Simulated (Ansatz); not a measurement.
System: H$_{6}$Si$_{2}$O, charge 1, doublet. H6Si2O+ (parent SMILES [SiH3]O[SiH3], doublet).
B3LYP-D3(BJ)/def2-TZVP minimum from Ansatz (an electronic-structure program):
```
O
Si 1 1.6658
Si 1 1.6658 2 164.44
H 2 1.4703 1 110.57 3 19.06
H 3 1.4703 1 110.57 2 19.06
H 2 1.4731 4 118.55 1 -126.04
H 3 1.4731 5 118.55 1 -126.04
H 2 1.5212 4 111.04 6 -128.21
H 3 1.5212 5 111.04 7 -128.21
```
Charge +1, spin multiplicity 2.

Total energies in cc-pV(D+d)Z, 19 correlated electrons, 11 frozen orbitals. Open shells are spin-unrestricted; no spin-orbit coupling. Cores are frozen in correlated methods. No relativity. The T1 diagnostic of H6OSi2+ (parent SMILES [SiH3]O[SiH3], doublet) reaches 0.051 in the sets run. The spin of H6OSi2+ (parent SMILES [SiH3]O[SiH3], doublet) was assumed, and the state is the lowest solution found for it.

```
method    program  energy (Eh)  minus CCSDT(Q) (mEh)
--------  -------  -----------  --------------------
HF         Ansatz   -655.93860                426.59
MP2        Ansatz   -656.28545                 79.75
CCSD       Ansatz   -656.35199                 13.20
CCSD(T)    Ansatz   -656.36234                  2.86
CCSDT(Q)   Ansatz   -656.36520                  0.00
```

Rough core times of Ansatz's runs on a shared machine: CCSD(T) 30 s, CCSDT(Q) 20 min.
